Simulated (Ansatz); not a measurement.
`F[CH](F)[GeH3]` → `[CH]F` + `[F][GeH3]` at 298.15 K and 1 bar (formal loss of a carbene).

Calculated with Ansatz (gas phase, PBE0-D4/def2-TZVP geometries, no zero-point term in ΔE). CCSD(T)/CBS adds triple-zeta CCSD(T) − MP2 to the extrapolated MP2 energy (def2 sets, frozen cores). This one scheme is used for every species. For Ge outer-core shells are correlated without core-valence functions, which leaves a few kJ/mol of doubt a bond. Scalar relativity is left out up to krypton.

```
         species  CCSD(T)/CBS energy (Eh)  H − E (kJ/mol)  S (J/(mol·K))
`F[CH](F)[GeH3]`              -2316.12324           136.1          321.4
         `[CH]F`               -138.29972            42.7          223.2
     `[F][GeH3]`              -2177.72589            78.1          252.0
```

H − E and S are ideal-gas, rigid-rotor, harmonic terms from PBE0-D4/def2-TZVP. 1 Eh = 2625.50 kJ/mol, R = 8.31446 J/(mol·K).

Question: By hand: ΔE, ΔH, ΔS and ΔG.

Answer: ΔE = (-138.29972) + (-2177.72589) − (-2316.12324) = 0.09763 Eh = 256.3 kJ/mol. Δ(H − E) = 42.7 + 78.1 − 136.1 = -15.3, so ΔH = 241.0 kJ/mol. ΔS = 223.2 + 252.0 − 321.4 = 153.8 J/(mol·K). ΔG = 241.0 − 298.15 × (153.8)/1000 = 195.1 kJ/mol.

Question: By hand: the equilibrium constant, and the temperature at which ΔG would vanish if ΔH and ΔS stayed fixed.

Answer: log₁₀ K = −ΔG/(RT ln 10) = -34.2. ΔG = 0 at ΔH/ΔS = 1567 K.

The number of gas molecules changes by +1, which sets the sign of ΔS. A doubt of 5 kJ/mol in ΔE shifts log₁₀ K by 0.9 here. These are equilibria of isolated gas molecules and say nothing of rates. Largest T1 diagnostic: 0.018 (customary marks: 0.02 for closed shells, 0.045 for open ones).
